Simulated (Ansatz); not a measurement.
Isolated molecules relaxed with PBE0-D4/def2-TZVP in Ansatz; ΔE leaves out vibrations. CCSD(T)/CBS adds triple-zeta CCSD(T) − MP2 to the extrapolated MP2 energy (def2 sets, frozen cores). DFT in def2-TZVPP. B3LYP here is the variant with VWN-RPA as its local correlation; programs differ in this. For Se outer-core shells are correlated without core-valence functions, which leaves a few kJ/mol of doubt a bond. Scalar relativity is left out up to krypton. One conformer a species, not always the lowest.

`OC(S)(S)[SeH]` + `[SiH3]C1O[SiH2]1` → `[SeH]C1O[SiH2]1` + `OC([SiH3])(S)S`  (redistribution)

`OC(S)(S)[SeH]`:

Cartesian coordinates in Å:
```
O 0.225 -1.114 1.076
C -0.112 -0.084 0.214
S -1.877 0.260 0.376
S 0.388 -0.613 -1.463
Se 0.735 1.642 0.749
H 1.183 -1.112 1.195
H -2.252 -1.026 0.244
H -0.062 0.476 -2.105
H 1.772 1.570 -0.287
```

`[SiH3]C1O[SiH2]1`:

```xyz
10

Si    1.243   -0.817    0.458
C    -0.487   -0.462   -0.142
O    -0.544    0.197   -1.483
Si   -1.155    1.210   -0.321
H     1.168   -1.310    1.860
H     1.914   -1.844   -0.382
H     2.042    0.437    0.416
H    -1.210   -1.277   -0.067
H    -0.359    2.408    0.019
H    -2.612    1.460   -0.358
```

`[SeH]C1O[SiH2]1`:

Cartesian coordinates in Å:
```
Se -0.007 0.586 2.132
C 0.470 -0.409 0.555
O 1.265 0.290 -0.458
Si -0.200 -0.170 -1.103
H -1.087 1.366 1.512
H 0.930 -1.346 0.865
H -0.177 -1.213 -2.151
H -1.194 0.895 -1.352
```

`OC([SiH3])(S)S`:

Cartesian coordinates in Å:
```
O -1.018 -0.411 1.122
C -0.321 -0.014 -0.044
Si 1.564 -0.322 0.185
S -0.513 1.768 -0.360
S -0.857 -1.074 -1.400
H -0.952 0.317 1.751
H 2.305 -0.065 -1.073
H 1.739 -1.725 0.625
H 2.014 0.613 1.248
H -1.789 1.723 -0.785
H -2.171 -0.810 -1.268
```

| level | ΔE (kJ/mol) | difference from CCSD(T)/CBS |
| --- | --- | --- |
| PBE-D4 | 2.6 | -3.2 |
| r2SCAN-D4 | 3.9 | -1.9 |
| PBE0-D4 | 2.9 | -2.9 |
| B3LYP-D4 | 4.1 | -1.7 |
| ωB97X-V | 1.9 | -3.9 |
| ωB97M-V | 3.0 | -2.8 |
| B2PLYP | 4.0 | -1.8 |
| r2SCAN | 3.9 | -1.9 |
| PBE0 | 2.7 | -3.1 |
| B3LYP | 3.4 | -2.4 |
| HF/def2-TZVPP | 3.5 | -2.3 |
| SCS-MP2/def2-TZVPP | 5.4 | -0.4 |
| CCSD(T)/def2-TZVPP | 3.3 | -2.5 |
| SCS-MP2/def2-QZVPP | 6.3 | 0.5 |
| MP2/CBS(def2) | 8.0 | 2.2 |
| CCSD/CBS(def2) | 5.4 | -0.4 |
| CCSD(T)/CBS | 5.8 | 0 |

Largest T1 diagnostic among the species: 0.014.
